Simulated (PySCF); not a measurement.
## `C#CCN[SiH3]` (C3H7NSi): bond dissociation enthalpies at several levels

Atom numbers as in the mapped SMILES `[CH:1]#[C:2][CH2:3][NH:4][SiH3:5]`.

All levels share the PBE0-D3(BJ)/def2-SVP structures and the GFN2-xTB thermal terms; only the single-point energies (PySCF) change. Values are bond dissociation enthalpies (298 K, kJ/mol).

At M06-2X/6-311++G(2d,2p) (grid 4, diis space 4):
```jsonl
{"quantity": "C3–H", "value": "329"}
{"quantity": "C3–N4", "value": "326"}
{"quantity": "Si5–H", "value": "369"}
{"quantity": "N4–Si5", "value": "395"}
{"quantity": "N4–H", "value": "432"}
```

**Question.** What does M06-2X/def2-TZVP give?

**Answer.** C3–H: 327 (change -2); C3–N4: 330 (change 5); Si5–H: 371 (change 2); N4–Si5: 406 (change 11); N4–H: 433 (change 1).

Caveats: the order of C3–N4 and C3–H is undecided: the gaps lie inside the method's error (some 10 kJ/mol, one structure a species); radicals beside a multiple bond are drawn in one resonance form, and their spin spreads.

Differences come from unrounded values, so a last digit can differ from that of the printed terms.
